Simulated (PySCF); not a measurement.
Radial density of Tm (thulium, neutral)

UHF, [Xe] 4f14 6s1, 2S determinant (an excited configuration). Calculation: PySCF 2.14, in cc-pVDZ-X2C; scalar relativity by spin-free X2C-1e.

```csv
r (bohr),4πr²ρ (e/bohr),4πr²(ρα − ρβ)
0.0180,89.43,0.0000
0.0302,83.84,-0.0006
0.0508,118.5,0.0014
0.0854,107.2,0.0001
0.144,104.7,0.0008
0.242,79.39,-0.0087
0.407,59.25,-0.0157
0.684,39.44,-0.0105
1.15,13.68,0.0097
1.93,3.962,0.0265
3.25,0.5081,0.2121
5.47,0.1844,0.1759
9.21,0.02430,0.0242
15.5,3.474e-05,0.0000
```

Densities and radii are taken from the X2C orbitals without a picture-change correction, which distorts them close to the nucleus.

Spin-orbit coupling, which splits the p, d and f shells strongly at this Z, is absent.

Question: Where is the radial spin density 4πr²(ρα − ρβ) most negative, and why is it negative at all?

Answer: Around r = 0.407 bohr, down to -0.0157 e/bohr: exchange with the open shell polarises the paired shells in an unrestricted calculation.
